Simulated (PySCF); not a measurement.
## Simulated characterisation data

Theoretical values (PySCF): J couplings at B3LYP/pcJ-1, σ from GIAO-PBE0/pcSseg-1, geometry from GFN2-xTB. Equivalent nuclei averaged, relativity neglected, no solvent model, single conformer.

Scale: TMS for ¹H and ¹³C (reference shieldings calculated alike). Multiplet labels drop J under 1 Hz and among equivalent protons, and merge close values. Unscaled 3J(H,H) run several per cent high. Splittings of carbon signals by F and P are missing where no couplings were computed. Where no couplings were computed, multiplicities follow the n + 1 count of equivalent neighbours, and m marks all less simple cases (inequivalent or close neighbours, rings, F or P nearby). One-bond C–F couplings are unscaled and too large by tens of Hz. Shifts are as computed. Against solution values, carbons near 30 ppm lie about +3 ppm off and those near 130 ppm about +5 ppm. Of 1211 compounds with measured shifts, 218 miss one by over three times the rms of a fit or turn the order of signals round; such compounds aren't used in these exercises.

Compound 1 (C₇H₈FNSi). ¹H NMR (600 MHz, computed): δ 2.61 (m, 1H), 2.45 (m, 2H), 2.40 (m, 2H), 2.10 (m, 2H), 1.32 (t, 1H). ¹³C{¹H} NMR (computed): δ 128.1, 81.2, 75.1, 32.9, 14.5, 7.8. Structure: SMILES C#CC[Si@]1(F)C[C@@H](C#N)C1.

Compound 2 (C₃H₃F₃). ¹H NMR (600 MHz, computed): δ 6.35 (dq, J = 18.8, 1.7 Hz, 1H), 6.15 (ddq, J = 18.8, 12.2, 5.5 Hz, 1H), 6.00 (d, J = 12.2 Hz, 1H). ¹³C{¹H} NMR (computed): δ 135.8 (q, J = 34.4 Hz), 131.8 (q, J = 338.0 Hz), 131.0 (q, J = 5.4 Hz). Structure: `C=CC(F)(F)F`.
